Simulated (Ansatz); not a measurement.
Isolated molecules relaxed with PBE0-D4/def2-TZVP in Ansatz; ΔE leaves out vibrations. CCSD(T)/CBS is the MP2 limit (def2-TZVPP, def2-QZVPP) plus CCSD(T) − MP2 in def2-TZVPP, frozen cores. This one scheme is used for every species. DFT in def2-TZVPP. For Ge outer-core shells are correlated without core-valence functions, which leaves a few kJ/mol of doubt a bond. Scalar relativity is left out up to krypton. Each species was taken in one conformer, which may not be the lowest.

Reaction (formal exchange of groups at a Ge–O bond): `[OH][GeH]([OH])[OH]` + `CF` → `[OH][GeH]([OH])[CH2]F` + H₂O

`[OH][GeH]([OH])[OH]`:

Z-matrix (Å, degrees):
```
Ge
O 1 1.772
O 1 1.761 2 102.9
O 1 1.765 2 110.8 3 -118.2
H 1 1.526 2 114.0 3 122.3
H 2 0.960 1 113.5 3 162.6
H 3 0.961 1 110.8 2 -2.2
H 4 0.961 1 112.5 2 74.5
```

`CF`:

Z-matrix (Å, degrees):
```
C
F 1 1.376
H 1 1.092 2 109.1
H 1 1.092 2 109.1 3 -120.0
H 1 1.092 2 109.1 3 120.0
```

`[OH][GeH]([OH])[CH2]F`:

Z-matrix (Å, degrees):
```
Ge
O 1 1.775
C 1 1.964 2 104.5
O 1 1.778 2 109.1 3 117.8
H 1 1.534 2 112.5 3 -125.7
H 2 0.960 1 113.5 3 167.8
F 3 1.385 1 110.2 2 -80.0
H 3 1.093 1 110.3 2 159.9
H 3 1.094 1 110.0 2 39.7
H 4 0.960 1 112.4 2 -42.1
```

H₂O:

Z-matrix (Å, degrees):
```
O
H 1 0.960
H 1 0.960 2 105.1
```

CCSD(T)/CBS gives +17.4 kcal/mol.

Another level gave +19.2 kcal/mol. Which?
A. ωB97M-V/def2-TZVPP
B. PBE-D4/def2-TZVPP
C. HF/def2-TZVPP
D. B2PLYP/def2-TZVPP

D. B2PLYP 19.2, HF/def2-TZVPP 22.9, PBE-D4 15.9, ωB97M-V 17.8 kcal/mol.

Largest T1 diagnostic among the species: 0.012.

In def2-TZVPP, CCSD(T) changes the Hartree–Fock value by −4.6 kcal/mol (the triples alone add −0.4 kcal/mol) and MP2 by −4.1 kcal/mol. From PBE to PBE0 (25 % exact exchange), in def2-TZVPP and without D4, ΔE moves by +1.0 kcal/mol. The D4 term adds −0.8 kcal/mol with B3LYP and −0.5 kcal/mol with PBE0; it sums over pairs of atoms, weighted by their polarisabilities, and B3LYP, whose exchange is more repulsive, gets the larger term.

B3LYP here is the variant with VWN-RPA as its local correlation; programs differ in this.
